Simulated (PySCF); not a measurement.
Simulated C 1s region for `o1c(PCO)ccc1`, binding energy against the vacuum level.

Every computed line was given a Gaussian of 0.8 eV full width at half maximum and an area set by the number of equivalent atoms; the highest printed point is 100. Method: delta-SCF UKS SCAN, pcX-2 on the ionised atom, pcseg-1 elsewhere, spin-free X2C (PySCF).

binding energy (eV), intensity and a bar:
```
    289.4          0 
    289.5          1 
    289.6          1 
    289.7          3 #
    289.8          6 ##
    289.9         10 ###
    290.0         18 #####
    290.1         27 ########
    290.2         39 ############
    290.3         52 ###############
    290.4         62 ###################
    290.5         69 #####################
    290.6         71 #####################
    290.7         68 ####################
    290.8         61 ##################
    290.9         52 ################
    291.0         46 ##############
    291.1         44 #############
    291.2         48 ##############
    291.3         57 #################
    291.4         70 #####################
    291.5         84 #########################
    291.6         95 ############################
    291.7        100 ##############################
    291.8         98 #############################
    291.9         90 ###########################
    292.0         76 #######################
    292.1         60 ##################
    292.2         44 #############
    292.3         30 #########
    292.4         19 ######
    292.5         11 ###
    292.6          6 ##
    292.7          3 #
    292.8          1 
    292.9          1 
    293.0          0 
    293.1          0
```

Q: Count the maxima, the lines and the sites behind this envelope.

A: The curve has 2 maxima (at 290.6 and 291.7 eV). Under it lie 5 lines from 5 inequivalent carbon sites. At this width some lines have no maximum of their own.

Q: Decompose the envelope and assign each component. Numbering: `[OH:1][CH2:2][PH:3][c:4]1[cH:5][cH:6][cH:7][o:8]1`.

A: 
```tsv
position (eV)	relative area	line	atoms	environment
290.52	1	C 1s	C5	aromatic CH carbon
290.63	1	C 1s	C6	aromatic CH carbon
291.60	1	C 1s	C4	substituted aromatic carbon
291.70	1	C 1s	C7	aromatic CH next to a ring oxygen
291.91	1	C 1s	C2	carbinol carbon (C–OH)
```

Q: What are the centre and the root-mean-square width of the whole band?

A: The area-weighted mean of the lines is 291.27 eV. Their own spread about it is 0.58 eV (rms) and each Gaussian has σ = 0.8/2.355 = 0.34 eV; the variances add, which gives 0.67 eV.

The listed C 1s values span 1.39 eV, from C5 (bonded to 2 C (aromatic in the SMILES) and H) to C2 (bonded to O, 2 H and P). Summing the Pauling electronegativity differences to the bonded atoms, each weighted by its formal bond order, gives -0.35 for the lowest site and -0.17 for the highest; the largest sum, +0.99, belongs to C7, 0.21 eV below the top.

No satellites, vibrations or lifetime broadening are included. One conformer (not necessarily the lowest) at the PBE0-D3(BJ)/def2-SVP geometry, without solvent, vibrations or thermal averaging.

Conformer computed: `[OH:1][CH2:2][PH:3][c:4]1[cH:5][cH:6][cH:7][o:8]1`: O1–C2–P3–C4 47°, C2–P3–C4–C5 -79°, H–O1–C2–P3 -53°.
